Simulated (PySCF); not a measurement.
Computed with PySCF with CAM-B3LYP-D3(BJ)/def2-TZVPD. Isolated molecules, 0 K electronic values unless said otherwise. 

Reference species (SMILES): `[O-][SiH3]` (charge -1, multiplicity 1).

```
Quantity    Result
--------  --------
HOMO      -2.70 eV
```

Changed species: `[C-]#[N+][SiH2][O-]` (X = isocyano, proton removed; the reference has X = H, proton removed).

### Question
Give the shifts of the HOMO.

### Answer
the HOMO drops by 0.93 eV, to -3.63 eV.
